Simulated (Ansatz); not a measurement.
Complex (SMILES): Cl (HCl) with Cl (HCl), atoms 1 to 2 the first; geometry from B3LYP-D3(BJ)/def2-TZVP, monomers rigid:
```xyz
4

Cl     0.8867    -0.0511     0.1397
H     -0.2309     0.0366     0.7652
Cl    -0.6491    -3.0596    -1.4835
H      0.0587    -2.0731    -1.0529
```

How fast the counterpoise-corrected interaction energy converges with the basis for several methods (Ansatz, a quantum-chemistry and plane-wave program): deviation from each method's own reference, in kcal/mol. References: CCSD(T) -2.01 kcal/mol, Hartree-Fock in aug-cc-pV(Q+d)Z plus the correlation part extrapolated as X^-3 from aug-cc-pV(T+d)Z and aug-cc-pV(Q+d)Z; HF -0.13 kcal/mol, the value in aug-cc-pV(5+d)Z; MP2 -2.29 kcal/mol, Hartree-Fock in aug-cc-pV(5+d)Z plus the correlation part extrapolated as X^-3 from aug-cc-pV(Q+d)Z and aug-cc-pV(5+d)Z; PBE -1.98 kcal/mol, the value in aug-cc-pV(5+d)Z; wB97M-V -1.87 kcal/mol, the value in aug-cc-pV(5+d)Z. Cartesian d functions, on some or all atoms, in 6-31G**, 6-311G**; all else is spherical. In correlated methods cores are frozen. No added dispersion term, no relativity. Functionals ending in -V hold VV10 correlation. 

| basis | functions | CCSD(T) | HF | MP2 | PBE | wB97M-V |
|---|---|---|---|---|---|---|
| 3-21G | 30 | 1.90 | -0.01 | (withheld) | -0.21 | -0.30 |
| 6-31G | 30 | 1.96 | 0.05 | (withheld) | -0.16 | -0.15 |
| def2-SV(P) | 40 | 1.11 | -0.43 | (withheld) | -0.39 | -0.40 |
| def2-SVP | 46 | 1.02 | -0.49 | (withheld) | -0.45 | -0.47 |
| pcseg-1 | 46 | 1.55 | 0.15 | (withheld) | 0.00 | -0.01 |
| 6-31G** | 48 | 1.42 | -0.10 | (withheld) | -0.24 | -0.25 |
| 6-311G** | 66 | 1.75 | 0.34 | (withheld) | 0.22 | 0.22 |
| aug-cc-pV(D+d)Z | 82 | 0.71 | 0.00 | (withheld) | 0.03 | -0.06 |
| def2-TZVPD | 110 | 0.71 | 0.05 | (withheld) | 0.03 | 0.02 |
| aug-pcseg-2 | 146 | 0.43 | 0.01 | (withheld) | 0.02 | 0.00 |
| def2-QZVPPD | 224 | 0.25 | 0.01 | (withheld) | 0.00 | 0.01 |
| cc-pV(5+d)Z | 310 | 0.16 | 0.00 | (withheld) | 0.00 | 0.00 |

**Question.** What belongs in the gaps?

**Answer.** 
- 3-21G, MP2: 2.02
- 6-31G, MP2: 2.09
- def2-SV(P), MP2: 1.03
- def2-SVP, MP2: 0.97
- pcseg-1, MP2: 1.53
- 6-31G**, MP2: 1.43
- 6-311G**, MP2: 1.79
- aug-cc-pV(D+d)Z, MP2: 0.65
- def2-TZVPD, MP2: 0.63
- aug-pcseg-2, MP2: 0.40
- def2-QZVPPD, MP2: 0.22
- cc-pV(5+d)Z, MP2: 0.13

Mean absolute deviation over 6-311G**, def2-TZVPD, aug-pcseg-2: wB97M-V 0.08, PBE 0.09, HF 0.13, MP2 0.94, CCSD(T) 0.97 kcal/mol.
